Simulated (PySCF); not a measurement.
The dipole of `CC[C@H](F)[SiH2]O[SiH3]` from its density and from atomic charges.

Coordinates (PBE0-D3(BJ)/def2-SVP, Å) and charges (e) from the PBE0/pcSseg-1 density (PySCF):

```
atom       x       y       z  Mulliken      IAO  Hirshfeld  ESP-fitted
  C1  -2.563  -0.704  -0.834   -0.2716  -0.4109    -0.1168     -0.3480
  C2  -1.283  -0.937  -0.047   -0.3034  -0.2557    -0.0738     +0.2111
  C3  -0.733   0.325   0.587   -0.1120  -0.1117    -0.0257     -0.0840
  F4  -0.537   1.296  -0.408   -0.3464  -0.3333    -0.1010     -0.2221
 Si5   0.975   0.128   1.402   +0.9039  +0.9883    +0.3986     +0.4593
  O6   2.054  -0.202   0.187   -0.7734  -0.8666    -0.3086     -0.4138
 Si7   2.431   0.342  -1.341   +0.7221  +0.8471    +0.3776     +0.5162
  H8  -3.366  -0.321  -0.184   +0.1103  +0.1330    +0.0384     +0.0840
  H9  -2.396   0.035  -1.631   +0.1313  +0.1488    +0.0377     +0.1040
 H10  -2.921  -1.634  -1.300   +0.1222  +0.1417    +0.0432     +0.0824
 H11  -1.451  -1.670   0.761   +0.1282  +0.1389    +0.0450     -0.0121
 H12  -0.512  -1.377  -0.703   +0.1362  +0.1359    +0.0377     +0.0017
 H13  -1.475   0.739   1.296   +0.1282  +0.1373    +0.0405     +0.1046
 H14   1.340   1.401   2.091   -0.1104  -0.1396    -0.0787     -0.0824
 H15   0.976  -1.001   2.375   -0.1211  -0.1376    -0.0764     -0.0997
 H16   3.793  -0.163  -1.673   -0.1182  -0.1355    -0.0795     -0.1087
 H17   1.457  -0.191  -2.337   -0.1167  -0.1416    -0.0799     -0.0976
 H18   2.428   1.834  -1.386   -0.1091  -0.1385    -0.0787     -0.0947
```

Problem. Compute μ = Σ q r for each scheme (1 e·Å = 4.803 D) and compare with the dipole of the full density.

Solution. The full density gives (-1.17, -0.81, 0.79) D, 1.63 D in size; dipole vectors point from the negative to the positive end.

| scheme | μx | μy | μz | size (D) | share of the full size (%) | angle to the full dipole (°) |
| --- | --- | --- | --- | --- | --- | --- |
| Mulliken | -1.13 | -1.05 | 1.67 | 2.28 | 140 | 19 |
| IAO | -0.88 | -0.94 | 1.83 | 2.24 | 137 | 27 |
| Hirshfeld | -0.67 | -0.35 | 0.67 | 1.01 | 62 | 14 |
| ESP-fitted | -1.19 | -0.79 | 0.77 | 1.62 | 100 | 1 |

Problem. Which set comes closest?

Solution. Length of the difference vector: ESP-fitted 0.03 D, Hirshfeld 0.69 D, Mulliken 0.91 D, IAO 1.08 D. Closest: ESP-fitted. The schemes that divide the density aren't constrained to reproduce the dipole.

Problem. What is left for the Hirshfeld atoms' own dipoles?

Solution. The Hirshfeld atoms' densities add up to the full density, so μ = Σ q r + Σ (atomic dipoles). The atomic dipoles sum to (-1.17, -0.81, 0.79) − (-0.67, -0.35, 0.67) = (-0.50, -0.46, 0.12) D, 0.69 D in size.

Problem. With the origin at the mean of the coordinates, (-0.099, -0.117, -0.175) Å, which are the largest single terms, by size, of the Mulliken dipole along the direction of the full one?

Solution. Si7 -9.07, O6 +4.93, C1 -2.27, H16 +1.99, C2 -1.92 D; all 18 atoms together +2.15 D. The single terms depend on the origin, their sum doesn't.

Problem. Give the size of the full dipole in other units.

Solution. 1.63 D = 0.641 au = 0.339 e·Å = 5.44 × 10⁻³⁰ C·m.

Isolated species at its PBE0-D3(BJ)/def2-SVP geometry (one conformer only).

Shape of the structure used: `[CH3:1][CH2:2][C@H:3]([F:4])[SiH2:5][O:6][SiH3:7]`: C1–C2–C3–F4 -56°, C2–C3–Si5–O6 66°, C3–Si5–O6–Si7 45°.
